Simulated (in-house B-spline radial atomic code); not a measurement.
Successive ionisation energies of germanium; each step leads to the configuration of the next row (after the last: [He] 2s2 2p1). Dirac energy differences include first-order Breit, QED and recoil terms. NIST's values go from ground level to ground level; the uncertainty of those that are theory runs from under 0.1 % in few-electron ions to several per cent in heavy many-electron ones. Computed with a B-spline radial code for spherical atoms: Dirac-Hartree-Fock, average of the configuration, finite nuclei.

| ion | configuration | ionisation energy (eV) | tabulated value (eV) | tabulated kind | computed minus tabulated (eV) | highest orbital | largest mean radius (bohr) |
| --- | --- | --- | --- | --- | --- | --- | --- |
| Ge18+ | [Ne] 3s2 3p2 | 698.5 | 706.7 | semi-empirical | -8.2 | 3p3/2 | 0.53068 |
| Ge19+ | [Ne] 3s2 3p1 | 743.3 | 744 | semi-empirical | -0.7 | 3p3/2 | 0.52527 |
| Ge20+ | [Ne] 3s2 | 832.7 | 837.1 | semi-empirical | -4.4 | 3s1/2 | 0.51997 |
| Ge21+ | [Ne] 3s1 | ? | ? | semi-empirical | ? | ? | ? |
| Ge22+ | [He] 2s2 2p6 | 2187.7 | 2178.2 | measured | 9.5 | 2p3/2 | 0.20519 |
| Ge23+ | [He] 2s2 2p5 | 2316.4 | 2304 | semi-empirical | 12.4 | 2p3/2 | 0.2031 |
| Ge24+ | [He] 2s2 2p4 | ? | ? | semi-empirical | ? | ? | ? |
| Ge25+ | [He] 2s2 2p3 | 2582.4 | 2575 | semi-empirical | 7.4 | 2p3/2 | 0.19903 |
| Ge26+ | [He] 2s2 2p2 | 2719.8 | 2737.1 | semi-empirical | -17.3 | 2p3/2 | 0.19704 |

Q: Fill in the row of Ge21+.

A: ionisation energy (eV): 879.7; tabulated value (eV): 880.44; computed minus tabulated (eV): -0.7; highest orbital: 3s1/2; largest mean radius (bohr): 0.5141.

Q: Fill in the row of Ge24+.

A: ionisation energy (eV): 2447.9; tabulated value (eV): 2439; computed minus tabulated (eV): 8.9; highest orbital: 2p3/2; largest mean radius (bohr): 0.20104.

Q: Where is the largest jump?

A: From Ge21+ to Ge22+, by a factor of 2.49 (879.73 to 2187.7 eV); the highest orbital goes from 3s1/2 to 2p3/2.

Where a p, d or f electron is removed, the computed value is a mean over both j, so it misses the tabulated one by a part of the spin-orbit splitting; averaging over terms and missing correlation add to the gap, relatively most at low charge.
